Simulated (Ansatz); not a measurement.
`C[SiH](Cl)B[SiH3]` + `BO` → `BOB[SiH3]` + `C[SiH2]Cl` at 700 K and 1 bar (cleavage of the B–Si bond).

Isolated molecules relaxed with PBE0-D4/def2-TZVP in Ansatz; ΔE leaves out vibrations. CBS: MP2 limit from def2 TZ/QZ plus the TZ coupled-cluster correction, frozen cores. This one scheme is used for every species. Each species was taken in one conformer, which may not be the lowest.

```tsv
species	CCSD(T)/CBS energy (Eh)	H − E (kJ/mol)	S (J/(mol·K))
`C[SiH](Cl)B[SiH3]`	-1105.61576	321.6	563.3
`BO`	-101.80414	126.4	277.4
`BOB[SiH3]`	-417.48760	239.4	450.0
`C[SiH2]Cl`	-789.97638	201.9	383.2
```

H − E and S are ideal-gas, rigid-rotor, harmonic terms from PBE0-D4/def2-TZVP, for one conformer and one mirror image of each species. 1 Eh = 2625.50 kJ/mol, R = 8.31446 J/(mol·K).

Q: By hand: ΔE, ΔH, ΔS and ΔG.

A: ΔE = (-417.48760) + (-789.97638) − (-1105.61576) − (-101.80414) = -0.04408 Eh = -115.7 kJ/mol. Δ(H − E) = 239.4 + 201.9 − 321.6 − 126.4 = -6.7, so ΔH = -122.4 kJ/mol. ΔS = 450.0 + 383.2 − 563.3 − 277.4 = -7.5 J/(mol·K). ΔG = -122.4 − 700 × (-7.5)/1000 = -117.2 kJ/mol.

Q: By hand: the equilibrium constant, and the temperature at which ΔG would vanish if ΔH and ΔS stayed fixed.

A: log₁₀ K = −ΔG/(RT ln 10) = 8.7. ΔG = 0 at ΔH/ΔS = 16320 K, far beyond where these terms or the molecules hold.

The number of gas molecules stays the same, so ΔS is small and ΔH decides. A doubt of 5 kJ/mol in ΔE shifts log₁₀ K by 0.4 here. Other conformers and mirror images would add mixing entropy, several J/(mol·K) or more a flexible species. Modes under 60 cm⁻¹, often nearly free rotors, make the harmonic entropy too high. These are equilibria of isolated gas molecules and say nothing of rates. Largest T1 diagnostic: 0.014 (customary marks: 0.02 for closed shells, 0.045 for open ones).
